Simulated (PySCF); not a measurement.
# A ladder for the ionisation energy of I⁺

I⁺ [Kr] 4d10 5s2 5p4 (3P) → I²⁺ [Kr] 4d10 5s2 5p3 (4S). Scalar values calculated with PySCF 2.14 in x2c-QZVPPall (spin-free X2C; valence: [Kr] 4d10 frozen; valence and next inner shell: [Ar] 3d10 frozen). The spin-orbit shift comes from two-component X2C-1e calculations (generalised Hartree-Fock, GHF, and MP2 on its spinors, GMP2) in x2c-QZVPPall-2c: GMP2 gives 18.576 eV without and 18.896 eV with screened spin-orbit coupling, a shift of 0.320 eV (GHF: 0.356 eV). Sums use unrounded values; where a UHF row is shifted, it takes the GHF shift.

```tsv
method	scalar (eV)
UHF	17.676
LDA	19.054
PBE	18.734
PBE0	18.750
r2SCAN	18.758
PW91	18.811
r2SCANh	18.763
B2PLYP	18.704
ROHF	17.583
MP2 (valence)	18.408
SCS-MP2 (valence)	18.493
MP2 (valence and next inner shell)	18.548
SCS-MP2 (valence and next inner shell)	18.584
CCSD (valence)	18.550
CCSD(T) (valence)	18.582
```

**Question.** Form a composite estimate from CCSD(T) (valence) and the spin-orbit shift, and compare it with the reference, 19.131 eV (measured; NIST Atomic Spectra Database, ionization energies).

**Answer.** 18.582 + (0.320) = 18.902 eV, an error of -0.230 eV.

The errors of the correlated levels include the incompleteness of the basis and the frozen core, so a lower level can come closer by cancellation.
